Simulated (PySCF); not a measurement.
SMILES CC(C)(C)[O], doublet, PBE0/def2-SVP optimised geometry.

```
14

C      0.70     0.86    -1.23
C      0.15     0.10     0.00
C      0.68    -1.34     0.00
C     -1.38     0.14     0.00
O      0.66     0.80     1.06
H      0.34     0.37    -2.14
H      0.35     1.90    -1.22
H      1.80     0.86    -1.22
H      0.32    -1.90    -0.88
H      0.34    -1.87     0.90
H      1.78    -1.34     0.00
H     -1.73     1.18     0.01
H     -1.80    -0.38    -0.88
H     -1.77    -0.36     0.91
```

Density from unrestricted PBE0/def2-TZVP run with PySCF at that geometry.

Minimum of the electron density along straight lines between bonded atoms, close to the bond critical point (lines longer than 1.1 times the sum of covalent radii, or with two minima, are not listed):

```json
[
 {"bond": "C1–C2", "length / Å": "1.548", "ρ at the minimum / e bohr⁻³": "___", "∇²ρ there / e bohr⁻⁵": "-0.55", "position (fraction from the first atom)": "0.49"},
 {"bond": "C2–C3", "length / Å": "1.533", "ρ at the minimum / e bohr⁻³": "0.248", "∇²ρ there / e bohr⁻⁵": "-0.63", "position (fraction from the first atom)": "0.51"},
 {"bond": "C2–C4", "length / Å": "1.533", "ρ at the minimum / e bohr⁻³": "0.248", "∇²ρ there / e bohr⁻⁵": "-0.63", "position (fraction from the first atom)": "0.51"},
 {"bond": "C2–O5", "length / Å": "1.370", "ρ at the minimum / e bohr⁻³": "___", "∇²ρ there / e bohr⁻⁵": "-0.63", "position (fraction from the first atom)": "0.35"},
 {"bond": "C1–H6", "length / Å": "1.100", "ρ at the minimum / e bohr⁻³": "0.271", "∇²ρ there / e bohr⁻⁵": "-0.91", "position (fraction from the first atom)": "0.64"},
 {"bond": "C1–H7", "length / Å": "1.099", "ρ at the minimum / e bohr⁻³": "0.275", "∇²ρ there / e bohr⁻⁵": "-0.93", "position (fraction from the first atom)": "0.64"},
 {"bond": "C1–H8", "length / Å": "1.099", "ρ at the minimum / e bohr⁻³": "0.274", "∇²ρ there / e bohr⁻⁵": "-0.93", "position (fraction from the first atom)": "0.64"},
 {"bond": "C3–H9", "length / Å": "1.101", "ρ at the minimum / e bohr⁻³": "0.271", "∇²ρ there / e bohr⁻⁵": "-0.91", "position (fraction from the first atom)": "0.64"},
 {"bond": "C3–H10", "length / Å": "1.101", "ρ at the minimum / e bohr⁻³": "0.272", "∇²ρ there / e bohr⁻⁵": "-0.91", "position (fraction from the first atom)": "0.64"},
 {"bond": "C3–H11", "length / Å": "1.100", "ρ at the minimum / e bohr⁻³": "0.273", "∇²ρ there / e bohr⁻⁵": "-0.92", "position (fraction from the first atom)": "0.64"},
 {"bond": "C4–H12", "length / Å": "1.100", "ρ at the minimum / e bohr⁻³": "0.273", "∇²ρ there / e bohr⁻⁵": "-0.92", "position (fraction from the first atom)": "0.64"},
 {"bond": "C4–H13", "length / Å": "1.101", "ρ at the minimum / e bohr⁻³": "0.271", "∇²ρ there / e bohr⁻⁵": "-0.91", "position (fraction from the first atom)": "0.64"},
 {"bond": "C4–H14", "length / Å": "1.101", "ρ at the minimum / e bohr⁻³": "0.272", "∇²ρ there / e bohr⁻⁵": "-0.91", "position (fraction from the first atom)": "0.64"}
]
```

Q: Complete the blanks.

A: 
- C1–C2, ρ at the minimum / e bohr⁻³: 0.233
- C2–O5, ρ at the minimum / e bohr⁻³: 0.295
